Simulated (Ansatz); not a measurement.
Mulliken charges of `C[SiH](O)O` from r2SCAN/def2-TZVPP in Ansatz (PBE0-D4/def2-TZVP geometry).

```tsv
atom	x (Å)	y (Å)	z (Å)	charge (e)
C1	-1.293	0.348	-0.146	-0.323
Si2	0.518	0.180	0.207	0.672
O3	0.650	-1.156	1.161	-0.423
O4	1.425	0.059	-1.162	-0.423
H5	-1.681	-0.550	-0.636	0.069
H6	-1.853	0.489	0.781	0.079
H7	-1.484	1.204	-0.797	0.077
H8	1.089	1.370	0.885	-0.124
H9	1.521	-1.367	1.500	0.198
H10	1.192	-0.628	-1.789	0.198
```

**Question.** By hand: the dipole of these point charges (1 e Å = 4.8032 D).

**Answer.** Σ q r = (-0.086, 0.001, -0.024) e Å, of length 0.089 e Å = 0.43 D.

**Question.** How does the dipole of the full density compare? (Best estimate.)

**Answer.** Ansatz gave: (-0.028, -0.176, -0.087) e Å, 0.95 D; the point charges give 0.45 times that, at 76° from its direction.

Point charges leave out the atoms' own dipoles, such as those of lone pairs, and Mulliken's split depends on the basis, so the two needn't agree.
